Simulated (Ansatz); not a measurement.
Problem. Name a neutral molecule of C, N and H with LUMO energy (PBE/def2-TZVPP) between 0.30 and 0.60 eV and size of the dipole moment (B3LYP/def2-TZVPP) between 0.45 and 0.75 D (Ansatz, PBE0-D4/def2-TZVP geometry).

Solution. `CN(C)CN(C)C` (0.36 eV, 0.56 D). Other molecules can fit too; these were computed, each in one conformer that needn't be the lowest.

B3LYP here is the variant with VWN-RPA as its local correlation; programs differ in this.
